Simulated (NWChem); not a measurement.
Species: InH$_{3}$; SMILES [InH3]

All runs: NWChem. Medium grid unless said otherwise, to which SCAN and Minnesota functionals are sensitive. The geometry was optimised at PBE-D3(BJ)/def2-SVP. def2 effective core potentials on In; no spin-orbit coupling. Hybrids' shares of exact exchange are those that their runs print; pure functionals count as 0. The functionals differ in more than this share.

```
row              share of exact exchange  orbital gap (eV)
---------------  -----------------------  ----------------
PBE/def2-SVP                        0.00              4.32
M06-L/def2-SVP                      0.00              4.97
TPSSh/def2-SVP                      0.10              5.44
B3LYP/def2-SVP                      0.20              5.76
M06/def2-SVP                        0.27              5.91
M06-2X/def2-SVP                     0.54          withheld
```

Question: Fit a straight line of the last column on the one before it, predict the withheld value, and compare with the run.

Answer: 
1. Means of the 5 shown rows: x = 0.114, y = 5.280. Slope Σ(x − x̄)(y − ȳ)/Σ(x − x̄)² = 0.2821/0.05792 = 4.871; intercept 4.725.
2. The shown rows scatter about the line by 0.244 (root mean square); the largest residual is -0.40, at PBE/def2-SVP.
3. At x = 0.54 (M06-2X/def2-SVP; beyond the shown range) the line gives 7.36.
4. The run gives 7.77, +0.41 from the line, 1.7 times the scatter.
